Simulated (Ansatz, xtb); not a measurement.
Two isomers of C4H9NO2

We compare X, `CO[C@@H]1C[C@H](N)O1`, a singlet, with Y, `CO[C@@H]1CO[C@H]1N`, a singlet. Both are isolated molecules in the gas phase, relaxed with r2SCAN-D4/def2-SVP; the shapes shown needn't be the lowest conformers.

X (Å):

| atom | x (Å) | y (Å) | z (Å) |
| --- | --- | --- | --- |
| C | -0.5585 | -1.7398 | -2.8576 |
| C | -0.9659 | 0.2281 | -1.6752 |
| C | -0.3543 | 1.5431 | -1.2070 |
| C | -0.1760 | 0.8418 | 0.1494 |
| N | 1.1612 | 0.6091 | 0.5424 |
| O | -0.1265 | -0.4256 | -2.5726 |
| O | -0.9245 | -0.3271 | -0.3582 |
| H | 0.1586 | -2.1779 | -3.5650 |
| H | -0.5930 | -2.3556 | -1.9415 |
| H | -1.5653 | -1.7414 | -3.3206 |
| H | -2.0081 | 0.2329 | -2.0614 |
| H | 0.5788 | 1.8124 | -1.7221 |
| H | -1.0429 | 2.3985 | -1.1947 |
| H | -0.7343 | 1.2763 | 0.9962 |
| H | 1.6710 | 0.1334 | -0.2035 |
| H | 1.2051 | 0.0208 | 1.3739 |

Y (Å):

```json
{"atom": "C", "x (Å)": "-0.3782", "y (Å)": "-3.0205", "z (Å)": "-2.3673"}
{"atom": "C", "x (Å)": "-0.4618", "y (Å)": "-1.3770", "z (Å)": "-0.7201"}
{"atom": "C", "x (Å)": "-0.8359", "y (Å)": "-0.9483", "z (Å)": "0.6961"}
{"atom": "C", "x (Å)": "-1.4981", "y (Å)": "-0.3243", "z (Å)": "-1.1667"}
{"atom": "N", "x (Å)": "-1.1455", "y (Å)": "0.5691", "z (Å)": "-2.1997"}
{"atom": "O", "x (Å)": "-0.6795", "y (Å)": "-2.7160", "z (Å)": "-1.0247"}
{"atom": "O", "x (Å)": "-1.5134", "y (Å)": "0.2168", "z (Å)": "0.1963"}
{"atom": "H", "x (Å)": "-0.5950", "y (Å)": "-4.0866", "z (Å)": "-2.5223"}
{"atom": "H", "x (Å)": "-0.9839", "y (Å)": "-2.4211", "z (Å)": "-3.0731"}
{"atom": "H", "x (Å)": "0.6910", "y (Å)": "-2.8346", "z (Å)": "-2.5945"}
{"atom": "H", "x (Å)": "0.5624", "y (Å)": "-1.0551", "z (Å)": "-1.0137"}
{"atom": "H", "x (Å)": "-0.0232", "y (Å)": "-0.6965", "z (Å)": "1.3979"}
{"atom": "H", "x (Å)": "-1.5227", "y (Å)": "-1.6767", "z (Å)": "1.1688"}
{"atom": "H", "x (Å)": "-2.4749", "y (Å)": "-0.7924", "z (Å)": "-1.4006"}
{"atom": "H", "x (Å)": "-0.3030", "y (Å)": "1.0897", "z (Å)": "-1.9533"}
{"atom": "H", "x (Å)": "-1.8847", "y (Å)": "1.2461", "z (Å)": "-2.3840"}
```

Quicker runs give these differences E(Y) − E(X): GFN2-xTB +6.7 kcal/mol; HF/STO-3G +6.1 kcal/mol (at GFN2-xTB geometries); r2SCAN-D4/def2-SVP//GFN2-xTB +10.5 kcal/mol.

Question: Estimate E(Y) − E(X) at the level CCSD(T)/def2-SVP + ΔMP2/def2-TZVPP.

Answer: Calculated at CCSD(T)/def2-SVP + ΔMP2/def2-TZVPP: E(Y) − E(X) = +9.5 kcal/mol, so structure X lies lower.

The same difference at several levels:

```json
{"level": "GFN2-xTB", "geometry": "GFN2-xTB", "E(Y) − E(X) (kcal/mol)": "+6.7", "departure from the last row (kcal/mol)": "−2.8", "job, with rough time for the two": "optimisation, 0.19 s"}
{"level": "HF/STO-3G", "geometry": "GFN2-xTB", "E(Y) − E(X) (kcal/mol)": "+6.1", "departure from the last row (kcal/mol)": "−3.4", "job, with rough time for the two": "single point, 0.58 s"}
{"level": "r2SCAN-D4/def2-SVP//GFN2-xTB", "geometry": "GFN2-xTB", "E(Y) − E(X) (kcal/mol)": "+10.5", "departure from the last row (kcal/mol)": "+1.0", "job, with rough time for the two": "single point, 3.8 s"}
{"level": "r2SCAN-D4/def2-SVP", "geometry": "r2SCAN-D4/def2-SVP", "E(Y) − E(X) (kcal/mol)": "+10.3", "departure from the last row (kcal/mol)": "+0.8", "job, with rough time for the two": "optimisation, 53 s"}
{"level": "HF/def2-SVP", "geometry": "r2SCAN-D4/def2-SVP", "E(Y) − E(X) (kcal/mol)": "+9.5", "departure from the last row (kcal/mol)": "0.0", "job, with rough time for the two": "part of the CCSD(T) run"}
{"level": "MP2/def2-SVP", "geometry": "r2SCAN-D4/def2-SVP", "E(Y) − E(X) (kcal/mol)": "+10.6", "departure from the last row (kcal/mol)": "+1.1", "job, with rough time for the two": "part of the CCSD(T) run"}
{"level": "CCSD(T)/def2-SVP", "geometry": "r2SCAN-D4/def2-SVP", "E(Y) − E(X) (kcal/mol)": "+10.2", "departure from the last row (kcal/mol)": "+0.7", "job, with rough time for the two": "single point"}
{"level": "CCSD(T)/def2-SVP + ΔMP2/def2-TZVPP", "geometry": "r2SCAN-D4/def2-SVP", "E(Y) − E(X) (kcal/mol)": "+9.5", "departure from the last row (kcal/mol)": "", "job, with rough time for the two": "single point, 1.8 min"}
```

As drawn, both hold the same kinds of bond in the same numbers.

None of the levels shown reverses the order. The largest departure from CCSD(T)/def2-SVP + ΔMP2/def2-TZVPP is that of HF/STO-3G, 3.4 kcal/mol. The last row adds to CCSD(T) the change of the MP2 difference between the two basis sets, here −0.7 kcal/mol.

With thermal terms from frequencies at re-optimised GFN2-xTB minima (ideal gas, soft modes damped towards free rotors, one conformer each, 298.15 K, 1 atm): on the last row, ΔE + ΔZPE = +9.3, ΔH = +9.4, ΔG = +9.3 kcal/mol.

The correlated steps freeze 7 core orbitals. Programs: Ansatz 0.2.0, xtb 6.7.1; the last row on 2 threads of Intel(R) Xeon(R) Platinum 8488C (Sapphire Rapids) on a shared host.
